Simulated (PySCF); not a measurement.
**Working out the ionisation energy of As²⁺**

As²⁺ [Ar] 3d10 4s2 4p1 (2P) → As³⁺ [Ar] 3d10 4s2 (1S). All numbers are calculated (PySCF 2.14, the spin-free X2C one-electron Hamiltonian (Gaussian nucleus), in x2c-TZVPPall). Frozen: [Ne]. Energies in hartree (1 hartree = 27.21139 eV):

```json
{"part": "UHF", "As²⁺ (lower)": "-2258.004112", "As³⁺ (upper)": "-2256.997527"}
{"part": "CCSD correlation", "As²⁺ (lower)": "-0.283369", "As³⁺ (upper)": "-0.266784"}
{"part": "(T)", "As²⁺ (lower)": "-0.006017", "As³⁺ (upper)": "-0.005099"}
```

Question: What does Hartree-Fock give?

Answer: (-2256.997527) − (-2258.004112) = 1.006585 hartree = 27.391 eV.

Question: What do CCSD and CCSD(T) give?

Answer: The CCSD correlation energies differ by 0.016585 hartree = 0.451 eV and the triples by 0.000918 hartree = 0.025 eV, so CCSD gives 27.842 eV and CCSD(T) 27.867 eV.

A first-order spin-orbit estimate adds 0.224 eV to CCSD(T) (valence and next inner shell), giving 28.091 eV against 28.349 ± 0.012 eV (measured; NIST Atomic Spectra Database, ionization energies).

What remains against the reference includes basis incompleteness, the frozen core and higher excitations.
